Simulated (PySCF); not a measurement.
Calculation: PySCF 2.14.0 with TPSSh-D3(BJ)/def2-TZVP // CAM-B3LYP-D3(BJ)/def2-TZVP. Isolated molecules, 0 K electronic values unless said otherwise. One relaxed conformer stands for a flexible species; it need not be the lowest. Delta-SCF ions had no search for a lower state. 

Reference species (SMILES): `[InH3]` (neutral, multiplicity 1).

The HOMO–LUMO gap is 5.47 eV. The vertical ionisation energy (Delta-SCF) comes out as 10.47 eV.

Changed species: `[SH][InH][SH]` (H–S–In–S torsion 180°, S–In–S–H torsion 0°) (1 of 3 SH replaced by H; the reference has 3 of 3 SH replaced by H).

Task: What does the change do to the HOMO–LUMO gap and vertical ionisation energy (Delta-SCF)?

Result: the HOMO–LUMO gap falls by 0.39 eV, to 5.08 eV; the vertical ionisation energy (Delta-SCF) drops by 1.33 eV, to 9.14 eV.
